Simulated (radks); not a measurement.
The numbers below are computed, except where a source is named.
The fluorine ion F2+ inside a hard spherical wall (all orbitals vanish at R), configuration held at [He] 2s2 2p3 and not refilled when levels cross. Level of theory: non-relativistic Kohn-Sham, PBE, spin-polarised, spherical densities, point nucleus; open shells are filled with parallel spins first (a radial shooting solver on a logarithmic mesh with Libxc functionals). Eigenvalues in eV for spin up, with the zero of energy where the potential of the charges vanishes at infinity; a dash marks a level that is unbound or too diffuse for the functional's potential to be trusted. A positive occupied level is held by the wall or, in an anion where self-interaction has pushed it up, behind a barrier. The pressure on the wall is -dE/dV.

R (bohr),E (hartree),kinetic (hartree),e(1s),e(2s),e(2p),"e(3s, empty)","e(3p, empty)",pressure (GPa)
free,-97.72528,97.552,-709.68,-70.343,-51.572,-,-,0
20,-97.72528,97.552,-709.68,-70.343,-51.572,-,-,< 0.0001
15,-97.72528,97.552,-709.68,-70.343,-51.572,-,-,< 0.0001
12,-97.72528,97.552,-709.68,-70.343,-51.572,-,-,< 0.0001
10,-97.72528,97.552,-709.68,-70.343,-51.572,-,-,< 0.0001
8,-97.72528,97.552,-709.68,-70.343,-51.572,-15.928,-,< 0.0001
7,-97.72528,97.552,-709.68,-70.343,-51.572,-15.887,-12.032,< 0.0001
3.5,-97.72145,97.594,-709.48,-70.217,-51.423,-7.940,-2.387,2.50
2,-97.17848,100.531,-698.81,-62.552,-43.031,64.482,64.297,1030
